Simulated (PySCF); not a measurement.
# Optical rotation: SMILES [SiH3]/C1=C/CC/C=C\CC1, C8H14Si

Molfile (atoms numbered from 1):
```
C8H14Si
     RDKit          3D

 23 23  0  0  0  0  0  0  0  0999 V2000
    2.7436   -0.6904    0.8750 Si  0  0  0  0  0  4  0  0  0  0  0  0
    1.0765   -0.5287    0.0355 C   0  0  0  0  0  0  0  0  0  0  0  0
    0.1591   -1.4893    0.2572 C   0  0  0  0  0  0  0  0  0  0  0  0
   -1.2489   -1.6429   -0.2388 C   0  0  0  0  0  0  0  0  0  0  0  0
   -1.9634   -0.4156   -0.8112 C   0  0  0  0  0  0  0  0  0  0  0  0
   -2.0796    0.7219    0.1663 C   0  0  0  0  0  0  0  0  0  0  0  0
   -1.1693    1.6544    0.4728 C   0  0  0  0  0  0  0  0  0  0  0  0
    0.2165    1.8660   -0.0581 C   0  0  0  0  0  0  0  0  0  0  0  0
    0.8834    0.7118   -0.8115 C   0  0  0  0  0  0  0  0  0  0  0  0
    3.8450   -0.7585   -0.1394 H   0  0  0  0  0  0  0  0  0  0  0  0
    2.7869   -1.9159    1.7297 H   0  0  0  0  0  0  0  0  0  0  0  0
    3.0274    0.5087    1.7295 H   0  0  0  0  0  0  0  0  0  0  0  0
    0.4671   -2.3236    0.9019 H   0  0  0  0  0  0  0  0  0  0  0  0
   -1.2592   -2.4544   -0.9916 H   0  0  0  0  0  0  0  0  0  0  0  0
   -1.8460   -2.0387    0.6017 H   0  0  0  0  0  0  0  0  0  0  0  0
   -1.4812   -0.0934   -1.7434 H   0  0  0  0  0  0  0  0  0  0  0  0
   -2.9773   -0.7305   -1.1034 H   0  0  0  0  0  0  0  0  0  0  0  0
   -3.0268    0.7711    0.7162 H   0  0  0  0  0  0  0  0  0  0  0  0
   -1.4689    2.3924    1.2268 H   0  0  0  0  0  0  0  0  0  0  0  0
    0.8605    2.1429    0.7956 H   0  0  0  0  0  0  0  0  0  0  0  0
    0.2131    2.7626   -0.7065 H   0  0  0  0  0  0  0  0  0  0  0  0
    1.8696    1.0714   -1.1516 H   0  0  0  0  0  0  0  0  0  0  0  0
    0.3350    0.4817   -1.7344 H   0  0  0  0  0  0  0  0  0  0  0  0
  1  2  1  0
  2  3  2  0
  3  4  1  0
  4  5  1  0
  5  6  1  0
  6  7  2  0
  7  8  1  0
  8  9  1  0
  9  2  1  0
  1 10  1  0
  1 11  1  0
  1 12  1  0
  3 13  1  0
  4 14  1  0
  4 15  1  0
  5 16  1  0
  5 17  1  0
  6 18  1  0
  7 19  1  0
  8 20  1  0
  8 21  1  0
  9 22  1  0
  9 23  1  0
M  END
```

Computed with TDDFT CAM-B3LYP/def2-SVPD circular dichroism and optical rotation, one conformer, IEF-PCM chloroform (non-equilibrium linear response, no local-field factor) (PySCF). Geometry: PBE0-D3(BJ)/def2-SVP.

No stereocentre is labelled: unless the shape is locked (an allene, a helicene, a hindered biaryl), the mirror image is equally populated and a measured rotation or CD is zero.

**Question.** Give the optical rotatory dispersion at 633, 589.3, 546, 436, 405, 365, 355 nm.

**Answer.** [α] in deg dm⁻¹ (g/mL)⁻¹:
```csv
λ (nm),origin-invariant length gauge,modified velocity gauge,length gauge (centre of mass),isotropic polarisability (au)
633,+49.1,+50.0,+49.1,140.5
589.3,+59.0,+59.9,+58.9,141.2
546,+72.1,+73.1,+72.0,142.1
436,+137.2,+138.3,+137.1,145.8
405,+173.0,+174.1,+172.9,147.6
365,+245.5,+246.4,+245.5,150.7
355,+271.0,+271.8,+271.1,151.7
```

**Question.** And for the mirror image at 589.3 nm?

**Answer.** -59.0 deg dm⁻¹ (g/mL)⁻¹ (origin-invariant length gauge): the same size and the opposite sign.

**Question.** What is the molar rotation [Φ] = [α]·M/100 of the geometry above at 589.3 nm?

**Answer.** With M = 138.28 g/mol, +81.5 deg cm² dmol⁻¹ (origin-invariant length gauge).

The first excitation lies at 6.41 eV (193 nm) with R = -32.8 × 10⁻⁴⁰ esu² cm² (velocity form).
